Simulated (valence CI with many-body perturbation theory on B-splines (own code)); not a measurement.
Values are calculated unless marked as measured or tabulated.
**Ho26+: magnetic and hyperfine properties of the levels**

Level of theory: relativistic CI+MBPT: five valence electrons over a frozen Dirac-Fock core [Kr], radial functions for each j: 7 s, 7 p, 8 d, 6 f, 4 g, 1 h, with the one-electron correlation potential Σ1 (screened to all orders), the two-electron term Σ2, the three-electron term Σ3, Breit, model QED; selected single and double excitations, second order for the rest (own B-spline code, finite nucleus).

No measured spectrum was set against this ion. As an estimate, large intervals hold to a few tenths of a per cent, small ones and those within an open d or f shell to about a per cent. Only levels of the ground parity were solved; by the run's estimate the other parity begins above the list, which can be wrong where configurations are misplaced.

A/g_I is the dipole constant over the nuclear g factor μ/I (μ in nuclear magnetons, uniformly magnetised nucleus), B/Q the quadrupole constant per barn. Both hold the static response of the core; the bare values leave it out. Large factors of s and p1/2 electrons are usually good to 5 to 10 %; those of open d and f shells near neutrality can be off by tens of per cent, and small factors of p3/2, d and f electrons come from cancelling terms and can be off by a factor of two or in sign, in half-filled shells by more. B is blank for J = 1/2, where it vanishes, and for nearly pure S terms. Energies count from the lowest level.

Levels are named by their leading jj configuration (3d3/2^4 stands for four electrons in 3d with j = 3/2), which in mixed levels can hold well under half, so a name can repeat and another be missing. Letters in brackets count levels of one name in rising energy.

```csv
Level,E (cm⁻¹),g,A/g_I (MHz),A/g_I bare,B/Q (MHz/b),B/Q bare
(4d3/2^4 4d5/2) J=5/2,0,1.547,3020,3880,6650,6330
(4d3/2^3 4d5/2^2) J=5/2 [a],52970,1.258,3750,4080,6390,6110
(4d3/2^3 4d5/2^2) J=7/2 [a],83765,1.151,6580,6700,11600,11200
(4d3/2^3 4d5/2^2) J=3/2 [a],86716,1.242,7580,7860,9390,9000
(4d3/2^3 4d5/2^2) J=11/2,89869,1.140,8200,8290,-212,-252
(4d3/2^3 4d5/2^2) J=9/2,98307,1.153,7350,7470,10800,10300
(4d3/2^3 4d5/2^2) J=5/2 [b],102190,1.137,7390,7480,1640,1590
(4d3/2^3 4d5/2^2) J=1/2,107230,1.810,-4330,-2950,,
(4d3/2^3 4d5/2^2) J=7/2 [b],118550,1.111,8780,8820,-10400,-9980
(4d3/2^2 4d5/2^3) J=5/2 [a],136680,1.229,4010,4290,325,313
(4d3/2^3 4d5/2^2) J=3/2 [b],146980,0.789,14800,14200,-9760,-9360
(4d3/2^2 4d5/2^3) J=7/2 [a],151110,1.215,5700,5940,-2390,-2300
(4d3/2^2 4d5/2^3) J=11/2,155490,1.070,8420,8380,470,460
(4d3/2^2 4d5/2^3) J=9/2 [a],160590,1.147,7110,7210,-1980,-1910
(4d3/2^2 4d5/2^3) J=1/2 [a],164110,0.634,20300,19400,,
(4d3/2^2 4d5/2^3) J=13/2,169980,1.074,8880,8850,-8.78,1.23
(4d3/2^2 4d5/2^3) J=3/2 [a],170400,1.200,6840,7040,726,686
(4d3/2^2 4d5/2^3) J=5/2 [b],174820,1.014,9680,9540,-2340,-2230
(4d3/2^2 4d5/2^3) J=9/2 [b],190400,1.109,8020,8050,798,767
(4d3/2^2 4d5/2^3) J=7/2 [b],194650,0.990,10900,10700,-714,-684
(4d3/2^2 4d5/2^3) J=5/2 [c],197840,1.039,9280,9180,2520,2400
(4d3/2^2 4d5/2^3) J=3/2 [b],204830,0.818,13800,13300,1020,996
(4d3/2^2 4d5/2^3) J=1/2 [b],214190,1.848,-4860,-3410,,
(4d3/2^2 4d5/2^3) J=7/2 [c],214730,1.056,9740,9670,1750,1680
(4d3/2 4d5/2^4) J=5/2 [a],230290,1.234,4020,4300,-6290,-6010
(4d3/2^2 4d5/2^3) J=9/2 [c],233340,1.103,8120,8140,7460,7180
(4d3/2 4d5/2^4) J=7/2 [a],251310,1.194,6090,6290,-15100,-14500
(4d3/2 4d5/2^4) J=11/2,258620,1.068,8670,8630,-224,-155
(4d3/2 4d5/2^4) J=3/2 [a],260860,0.910,9420,9080,-9890,-9490
(4d3/2^2 4d5/2^3) J=5/2 [d],270630,1.133,6870,6960,6980,6720
(4d3/2^2 4d5/2^3) J=3/2 [c],274290,1.208,6990,7200,-6200,-5960
(4d3/2 4d5/2^4) J=9/2,278160,1.112,7670,7710,-17000,-16300
(4d3/2 4d5/2^4) J=5/2 [b],288430,1.111,7410,7450,-266,-241
(4d3/2 4d5/2^4) J=7/2 [b],294930,0.979,10100,9880,15200,14600
(4d3/2 4d5/2^4) J=1/2,319710,1.034,-669,-731,,
(4d3/2 4d5/2^4) J=3/2 [b],355740,0.881,14300,13900,14800,14200
(4d5/2^5) J=5/2,360360,1.160,6070,6200,-15600,-15000
```
